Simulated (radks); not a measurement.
Values are calculated unless marked as measured or tabulated.
Mo, 42 electrons, occupied as [Kr] 4d5 4f1 (not the ground configuration).

Level of theory: Dirac Kohn-Sham, B86b exchange with PBE correlation, spin-unpolarised, spherical densities, finite nucleus; open shells are shared between the two j in proportion to 2j + 1; Fermi nuclear charge, rms radius 4.4091 fm (a radial shooting solver on a logarithmic mesh with Libxc functionals).

Energy parts (hartree):
| part | energy |
|---|---|
| total | -4049.48711 |
| kinetic | 4198.89166 |
| electron-nucleus | -9775.89693 |
| Hartree | 1651.67054 |
| exchange-correlation | -124.15238 |

Orbitals (lengths in bohr, moments of r in powers of bohr; <r^-3> diverges for s and p1/2; r(max) is where P^2 peaks):
| orbital | occ. | eigenvalue (hartree) | <r^4> | <r^-3> | r(max) |
|---|---|---|---|---|---|
| 1s1/2 | 2 | -728.3859 | 7.206e-06 | - | 0.02287 |
| 2s1/2 | 2 | -103.0075 | 0.001333 | - | 0.1297 |
| 2p1/2 | 2 | -94.77524 | 0.0008857 | - | 0.1009 |
| 2p3/2 | 4 | -90.85801 | 0.0009917 | 2397 | 0.1047 |
| 3s1/2 | 2 | -17.68786 | 0.06876 | - | 0.3838 |
| 3p1/2 | 2 | -14.55473 | 0.07128 | - | 0.3710 |
| 3p3/2 | 4 | -13.90990 | 0.07833 | 399.9 | 0.3803 |
| 3d3/2 | 4 | -8.37200 | 0.08203 | 58.33 | 0.3211 |
| 3d5/2 | 6 | -8.24994 | 0.08458 | 55.61 | 0.3238 |
| 4s1/2 | 2 | -2.54996 | 2.958 | - | 0.9899 |
| 4p1/2 | 2 | -1.66344 | 4.647 | - | 1.056 |
| 4p3/2 | 4 | -1.57249 | 5.156 | 56.44 | 1.081 |
| 4d3/2 | 2 | -0.32482 | 39.54 | 3.915 | 1.374 |
| 4d5/2 | 3 | -0.31691 | 41.62 | 3.689 | 1.387 |
| 4f5/2 | 0.428571 | -0.01614 | 139700 | 0.0003825 | 16.54 |
| 4f7/2 | 0.571429 | -0.01614 | 139700 | 0.0003825 | 16.54 |

The highest occupied level is 4f7/2 at -0.439 eV. The density falls to 0.001 e/bohr^3 at r = 4.01 bohr. Summed over all electrons, <r^2> = 361.8 bohr^2, which gives a Langevin (diamagnetic) susceptibility term of -287 x 10^-6 cm^3/mol.
